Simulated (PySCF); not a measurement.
A species of formula C2H11NOSi4 has this rotational fingerprint, computed with PBE0/pcSseg-1 in PySCF (dipole) on a GFN2-xTB geometry, gas phase:

```
Rotational constants : A = 1442, B = 766.1, C = 741.9 MHz
Dipole components    : |μa| = 3.76 D, |μb| = 0.06 D, |μc| = 1.61 D
Inertial defect      : -329.09 u·Å²
κ                    : -0.93
```

Question: Which structure is it? (One computed conformer of each.)
A. `[N:1]#[C:2][CH2:3][Si@H:4]([SiH3:5])[SiH2:6][O:7][SiH3:8]` with C2–C3–Si4–Si5 65°, C3–Si4–Si6–O7 171°, Si4–Si6–O7–Si8 167°
B. `[CH3:1][C:2](=[O:3])[NH:4][SiH:5]1[SiH2:6][SiH2:7][SiH2:8]1` with C1–C2–N4–Si5 180°, C2–N4–Si5–Si6 48°

Answer: B. It is CC(=O)N[SiH]1[SiH2][SiH2][SiH2]1, a near-prolate asymmetric top. The candidates at the same level (rigid rotor, commonest isotopes):

```json
{"SMILES": "CC(=O)N[SiH]1[SiH2][SiH2][SiH2]1", "A (MHz)": "1442", "B (MHz)": "766.1", "C (MHz)": "741.9", "μa (D)": "3.76", "μb (D)": "0.06", "μc (D)": "1.61", "Δ (u·Å²)": "-329.09", "point group": "near Cs", "rotor": "near-prolate asymmetric top"}
{"SMILES": "N#CC[Si@H]([SiH3])[SiH2]O[SiH3]", "A (MHz)": "1413", "B (MHz)": "516.2", "C (MHz)": "435.3", "μa (D)": "1.85", "μb (D)": "0.81", "μc (D)": "3.22", "Δ (u·Å²)": "-175.75", "point group": "C1", "rotor": "asymmetric top"}
```

`N#CC[Si@H]([SiH3])[SiH2]O[SiH3]` has C 41 % too low. No structure here is proved a minimum.
